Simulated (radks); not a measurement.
Results of a calculation; reference values are marked as such.
Q: Numerical settings for the bismuth ion Bi2+, [Hg] 6p1. Level of theory: scalar-relativistic Kohn-Sham, BLYP, spin-polarised, spherical densities, finite nucleus; open shells are filled with parallel spins first (spin-orbit coupling, left out, can overturn this in heavy ions); Fermi nuclear charge, rms radius 5.5211 fm (a radial shooting solver on a logarithmic mesh with Libxc functionals). The defaults (mesh step 0.008 in ln r, mesh end at 40 bohr or more with all orbitals vanishing there, Anderson mixing 0.5 over 9 steps, residual threshold near 1e-9 with the energy settled to 1e-9 hartree or 1e-11 of itself, here a cap of 98 iterations) give E = -21524.511 hartree and 6p at -19.520 eV in 15 iterations. Times are rough (one thread of a shared host). One setting is changed at a time: mesh step in ln r 0.2; mesh step in ln r 0.02; mesh step in ln r 0.05; mesh end (bohr) 1; mesh end (bohr) 12; residual threshold 1e-05; residual threshold 1e-13; mixing 1; linear mixing, mixing 0.5; linear mixing, mixing 1; mixing history 2; iteration cap 3. Which runs fail to converge, and which converge to a wrong energy?

A: Not converged within the cap: mesh step in ln r 0.2; linear mixing, mixing 1; iteration cap 3. Settled on a wrong energy, with an occupied level pushed above zero by the early mesh end: mesh end (bohr) 1 (-49.1 hartree). Apart from these: no run marked as converged misses the energy by more than 1 mhartree.
